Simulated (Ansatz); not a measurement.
Stretching the B1–I4 bond in BH2I (SMILES BI) (multiplicity 1 held, fragments rigid). Energies count from the point at 2.114 Å.
Geometry at that point (charge 0, multiplicity 1):
```xyz
4

B     -1.0069    -1.5282     0.2633
H     -0.6251    -2.3051     1.0692
H     -1.9865    -1.6589    -0.3861
I      0.1443     0.2190    -0.0377
```

R- and RO- levels are restricted; in cc, def2 and unpolarised 6-31G sets they are followed outwards from rest. U- levels take the lowest unrestricted solution at each point, which mixes spins at long bonds. Active spaces are followed from a long bond inwards. Curves can end on different states.

Frozen-core correlation. Filled d and f shells under p-block atoms count as core.

The values were computed with Ansatz (a quantum-chemistry and plane-wave program). Each number belongs to the level named beside it. In def2 rows elements past Kr take small-core potentials, without spin–orbit coupling.

Problem. What is the computed energy at R = 6.764 Å (FIC-MRCISD+Q on CASSCF(6,4)/def2-SVP)?

Solution. 369 kJ/mol

Problem. Predict the energy at R = 6.764 Å from R-SCS-MP2/def2-SVP.

Solution. 418 kJ/mol

Problem. Give the energy at R = 6.764 Å at the level U-HF/def2-SVP.

Solution. 273 kJ/mol

Doubts at one or more of the structures used: a spin-contaminated determinant (U-HF/def2-SVP); a restricted determinant that unrestricted orbitals would lower (R-SCS-MP2/def2-SVP); active orbitals that take no part (FIC-MRCISD+Q on CASSCF(6,4)/def2-SVP).
